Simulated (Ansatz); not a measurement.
`N#Cc1ccco1` + `N#[C][GeH]([F])[F]` → `N#[C][Ge]([F])([F])[C]#N` + `c1ccoc1`  (formal exchange of groups at a C–C bond)

Program: Ansatz. Geometries: PBE0-D4/def2-TZVP. ΔE: electronic, gas phase. CCSD(T)/CBS is the MP2 limit (def2-TZVPP, def2-QZVPP) plus CCSD(T) − MP2 in def2-TZVPP, frozen cores. DFT in def2-TZVPP. For Ge outer-core shells are correlated without core-valence functions, which leaves a few kJ/mol of doubt a bond. Scalar relativity is left out up to krypton.

```
        level  ΔE (eV)
    revPBE-D4     0.18
     BHLYP-D4     0.09
     PBE-QIDH     0.07
CCSD/def2-SVP     0.03
```

What does CCSD(T)/CBS give? (Estimate.)

The calculation gave: 0.00 eV. The listed levels differ from it by 0.18, 0.09, 0.07, 0.03 eV.

Largest T1 diagnostic among the species: 0.014.

From r2SCAN to r2SCAN0 (25 % exact exchange), in def2-TZVPP and without D4, ΔE moves by −0.03 eV. Leaving LDA and LC-ωPBE aside and taking each functional with its dispersion term where it has one, the values, not all of them listed here, spread over 0.17 eV, from ωB97M-V to PBE-D4. LDA lies +0.11 eV from PBE without D4. At CCSD(T), def2-SVP lies +0.05 eV from the extrapolated value and def2-TZVPP −0.05 eV.
